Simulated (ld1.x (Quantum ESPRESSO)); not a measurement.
The numbers below are computed, except where a source is named.
Pseudopotentials across the periodic table

Generated with ld1.x 7.5 (TM, RRKJ, ultrasoft, PAW), atompaw 4.2 or ONCVPSP 4.0.1. The cutoff is in Ry: for ld1.x and atompaw files where the sum of valence levels is converged to 10 mRy in a Bessel basis, for ONCV files where the hardest occupied wave has 1 mHa per electron of residual kinetic energy. The error is the largest all-electron minus pseudo excitation energy over each file’s own four to seven test configurations (ionisations up to +4, promotions, holes and added fractions of an electron), all of which were solved. The labels leave out finer settings (local radius, basis sizes, second energies), which also bear on the numbers. Spin-polarised tests are not counted. The rows are a selection from randomly drawn settings: files with unsolved tests, undetermined cutoffs or missed reference levels are left out.

| element | potential | cutoff (Ry) | largest error (meV) | bound ghosts |
| --- | --- | --- | --- | --- |
| Be | PAW, LDA (PZ), non-relativistic, rc 2.10/3.85 (sp), local smoothed, core correction yes, reference 2s1.5 2p0.5 | 6 | -8.4 | none |
| Mg | PAW, PW91, scalar-relativistic, rc 2.75/1.15/2.30 (spd), local smoothed, core correction yes, reference 2p6 3s2 3p0 | 60 | -175 | none |
| V | TM semilocal, revPBE, scalar-relativistic, rc 2.20/0.85/1.60/2.35 (spdf), local f, core correction yes, reference 3p6 3d3 4s1 4p0 | 100 | -246 | none |
| Cr | ultrasoft, PBE, scalar-relativistic, rc 1.30/1.60/1.65 (spd), local smoothed, core correction no, reference 3s2 3p6 3d4 4s0 4p0 | 40 | +74 | none |
| Co | RRKJ, PBE, scalar-relativistic, rc 2.50/2.45/1.30 (spd), local smoothed, core correction yes, reference 3d7 4s1.5 4p0 | 110 | -170 | none |

(1) Fill in the row for Nb: RRKJ, revPBE, scalar-relativistic, rc 3.05/4.20/2.50 (spd), local s, core correction no, reference 4d4 5s1 5p0.

Answers

(1) cutoff 25 Ry, largest error +228 meV, bound ghosts: none.
